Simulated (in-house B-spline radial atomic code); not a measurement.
Radial electron density of Rb VIII (Rb7+), [Ar] 3d10 4s2. Method: scalar-relativistic (X2C) BHandHLYP, spin-polarised, spherical fractional occupations, exact exchange averaged over the configuration, Fermi nucleus of rms radius 4.2036 fm. Calculated with a radial B-spline atomic code at the basis-set limit.

One-electron X2C: radii and densities carry no picture-change correction, so inner-shell <1/r> comes out high (for 1s by about 2 % at Z = 33, 5 % at 54, 10 % at 75, 30 % at 118) and <r> low.

Columns: r (bohr), 4πr²n(r) (electrons per bohr), bar.

```
 0.00141    1.289 #
 0.00171    1.786 #
 0.00207    2.458 ##
 0.00251    3.375 ###
 0.00304    4.596 ####
 0.00369    6.235 #####
 0.00447    8.355 #######
 0.00542    11.08 #########
 0.00656    14.47 ############
 0.00795    18.61 ###############
 0.00964    23.47 ###################
  0.0117    28.89 #######################
  0.0141    34.31 ###########################
  0.0171    39.55 ################################
  0.0208    43.77 ###################################
  0.0252    46.04 #####################################
  0.0305    45.98 #####################################
   0.037    43.74 ###################################
  0.0448    40.45 ################################
  0.0543    38.06 ##############################
  0.0658    38.69 ###############################
  0.0797    43.19 ###################################
  0.0965    49.92 ########################################
   0.117    54.97 ############################################
   0.142    54.15 ###########################################
   0.172    46.75 #####################################
   0.208    37.17 ##############################
   0.252    31.68 #########################
   0.306    33.32 ###########################
    0.37     37.9 ##############################
   0.449    38.39 ###############################
   0.544    31.58 #########################
   0.659    20.77 #################
   0.798    11.37 #########
   0.967    5.888 #####
    1.17    3.419 ###
    1.42    2.024 ##
    1.72   0.9704 #
    2.09   0.3107 
    2.53  0.06239 
    3.06 0.006914 
    3.71 0.0003528 
     4.5 7.69e-06
```

On this grid the curve has 3 maxima, near 0.0252, 0.117, 0.449 bohr.

The 3d up radial function P(r) = rR(r), positive near the nucleus:

```tsv
r (bohr)	P
0.0117	0.001414
0.0171	0.004042
0.0252	0.01153
0.037	0.03136
0.0543	0.08063
0.0797	0.1918
0.117	0.4095
0.172	0.7577
0.252	1.155
0.37	1.389
0.544	1.241
0.798	0.776
1.17	0.304
1.72	0.05998
2.53	0.004318
```
